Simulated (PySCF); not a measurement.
# Telling isomers of C6H7N apart by NMR

Theoretical values (PySCF 2.14): GIAO PBE0/pcSseg-1 shieldings, GFN2-xTB structure. A single conformation, no relativistic terms, equivalent nuclei averaged, no solvent model.

Shifts are taken against calculated references (same method and geometry level): 1H (σref 31.72), 13C (σref 186.93) vs TMS. Where no couplings were computed, multiplicities follow the n + 1 count of equivalent neighbours, and m marks all less simple cases (inequivalent or close neighbours, rings, F or P nearby). Shifts are as computed. Against solution values, carbons near 30 ppm lie about +3 ppm off and those near 130 ppm about +5 ppm. Of 1211 compounds with measured shifts, 218 miss one by over three times the rms of a fit or turn the order of signals round; such compounds aren't used in these exercises.

(1) Tabulate the signals of `C#C/C=N\C1CC1`, `N#CCC=C1CC1` and their relative energies.

(2) What is the quickest way to tell C#C/C=N\C1CC1 from N#CCC=C1CC1?

Answers

(1) 
| SMILES | carbon types | δC | δH | E rel. (kcal/mol) |
| --- | --- | --- | --- | --- |
| C#C/C=N\C1CC1 | 1×C 3×CH 2×CH2 | 142.1, 93.2, 79.3, 42.2, 15.6 | 7.44 (d, 1H), 3.69 (m, 1H), 3.04 (d, 1H), 1.18 (m, 2H), 1.17 (m, 2H) | 26.3 |
| N#CCC=C1CC1 | 2×C 1×CH 3×CH2 | 135.6, 121.9, 117.4, 22.7, 6.3, 4.4 | 6.13 (t, 1H), 3.14 (d, 2H), 1.26 (m, 2H), 1.16 (m, 2H) | 0.0 |

Energies are electronic energies at PBE0/pcSseg-1 on these geometries, without zero-point or thermal terms, each for the one conformer computed, which needn't be the lowest.

(2) Count the carbon signals: 5 against 6. The first has a three-membered-ring carbon (CH) at 42.2 ppm, the second a fully substituted alkene carbon (C) at 135.6 ppm. Their most deshielded carbons lie at 142.1 and 135.6 ppm. In the proton spectra the most deshielded non-exchanging signals are 7.44 (d, 1H) and 6.13 (t, 1H).
